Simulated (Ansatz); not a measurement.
Consider the substitution at a C–Ga bond: `C=[C](O)[GaH2]` + `OCF` → `C=C(O)OCF` + `[GaH3]`.

Calculated with Ansatz (gas phase, PBE0-D4/def2-TZVP geometries, no zero-point term in ΔE). CBS: MP2 limit from def2 TZ/QZ plus the TZ coupled-cluster correction, frozen cores. For Ga outer-core shells are correlated without core-valence functions, which leaves a few kJ/mol of doubt a bond. Scalar relativity is left out up to krypton. One conformer a species, not always the lowest.

```tsv
species	CCSD(T)/CBS(def2) energy (Eh)
`C=[C](O)[GaH2]`	-2078.17681
`OCF`	-214.81254
`C=C(O)OCF`	-367.26365
`[GaH3]`	-1925.70545
```

Task: Work out ΔE.

Result: ΔE = (-367.26365) + (-1925.70545) − (-2078.17681) − (-214.81254) = 0.02025 Eh = +0.55 eV.

Largest T1 diagnostic among the species: 0.013.

In def2-TZVPP, CCSD(T) changes the Hartree–Fock value by +0.21 eV (the triples alone add +0.02 eV) and MP2 by +0.25 eV. From PBE to PBE0 (25 % exact exchange), in def2-TZVPP and without D4, ΔE moves by −0.06 eV.
